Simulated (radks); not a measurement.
Results of a calculation; reference values are marked as such.
Polarisability of the lithium ion Li+, [He], at imaginary frequency. Code: a radial shooting solver on a logarithmic mesh with Libxc functionals. Model: scalar-relativistic Kohn-Sham, LB94 model potential, spin-unpolarised, spherical densities, finite nucleus; Fermi nuclear charge, rms radius 2.444 fm. Response by self-consistent Sternheimer equations with the Hartree and adiabatic LDA kernel, the relativistic mass of each level held fixed and spin-orbit coupling left out.

w (hartree)  alpha1(iw) (bohr^3)  alpha2(iw) (bohr^5)
0.00266                   0.1984               0.1225
0.0143                    0.1984               0.1225
0.0360                    0.1984               0.1225
0.0697                    0.1983               0.1224
0.118                     0.1980               0.1223
0.186                     0.1974               0.1221
0.280                     0.1961               0.1216
0.413                     0.1935               0.1205
0.605                     0.1883               0.1184
0.892                     0.1779               0.1139
1.35                      0.1578               0.1048
2.12                      0.1228              0.08712
3.59                     0.07482              0.05833
6.94                     0.03007              0.02575
17.5                    0.005957             0.005366

Static values: alpha1 = 0.1984 bohr^3 (0.02940 angstrom^3; uncoupled 0.2123), alpha2 = 0.1225 bohr^5, alpha3 = 0.1836 bohr^7. C6 = 0.08162, C8 = 0.2793, triple-dipole C9 = 0.01190 atomic units. One-pole (London) frequency 4 C6 / (3 alpha1^2) = 2.765 hartree, against 2.654 for minus the highest occupied eigenvalue.
